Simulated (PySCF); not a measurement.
**Ionisation energy of K⁸⁺ by level of theory**

K⁸⁺ [Ne] 3s1 (2S) → K⁹⁺ [Ne] (1S), as a difference of total energies. Calculation: PySCF 2.14, in an uncontracted even-tempered set (19 s from 0.32 bohr⁻², ratio 2.5; 12 p from 0.42 bohr⁻², ratio 2.5; 5 d from 1.9 bohr⁻², ratio 2.7; 5 f from 2.9 bohr⁻², ratio 2.7); the spin-free X2C one-electron Hamiltonian (Gaussian nucleus). Correlated levels: outer shells: 1s2 frozen; virtual orbitals above 40 to 60 times the deepest correlated orbital energy dropped. The calculations carry no spin-orbit coupling.

| method | ionisation energy (eV) | difference from reference (eV) |
| --- | --- | --- |
| UHF | 175.28 | -0.54 |
| MP2 (outer shells) | 175.79 | -0.03 |
| SCS-MP2 (outer shells) | 175.69 | -0.13 |
| CCSD (outer shells) | 175.80 | -0.02 |
| CCSD(T) (outer shells) | 175.80 | -0.02 |

Reference: 175.82 eV (semi-empirical (NIST evaluation); NIST Atomic Spectra Database, ionization energies).
